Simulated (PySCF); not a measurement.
A GIAO shielding run with PySCF 2.14 (density fitting, non-relativistic, gas phase) on `InChI=1S/C6H9ClSi/c1-2-6-3-4-8(7)5-6/h2-3,8H,1,4-5H2/t8-/m0/s1`:

```
$ OMP_NUM_THREADS=1 python probes_run.py task.json out

{"job": {"kind": "nmr", "xc": "PBE0", "basis": "pcSseg-1"}, "charge": 0, "multiplicity": 1}
C      2.792616    -0.130497    -0.663398
C      1.738076    -0.889687    -0.384593
C      0.409464    -0.407162    -0.060142
C     -0.605904    -1.235633     0.199419
C     -1.960966    -0.680877     0.513141
Si    -1.715660     1.209491     0.450045
Cl    -2.832515     2.097399    -0.983537
C      0.127132     1.075154    -0.016269
H      2.745888     0.945123    -0.670246
H      3.749324    -0.563849    -0.900080
H      1.842147    -1.968041    -0.395282
H     -0.484204    -2.309561     0.182572
H     -2.689541    -1.051146    -0.212006
H     -2.294652    -1.042633     1.487239
H     -1.972207     1.891258     1.717757
H      0.785897     1.551126     0.710583
H      0.358107     1.521565    -0.985114
```

Hardware: 1 thread of an Arm Neoverse N1, shared host. The job also computes population analyses, field gradients, ring-centre shieldings.

(1) How large is the calculation?

(2) How long does it take, and how much memory does it need?

Answers

(1) 76 electrons, 195 basis functions and 1054 auxiliary functions.

(2) 74 s of wall time, with 14 SCF cycles and 5 response iterations; peak memory 0.86 GiB. Times on a shared host scatter by some tens of per cent.
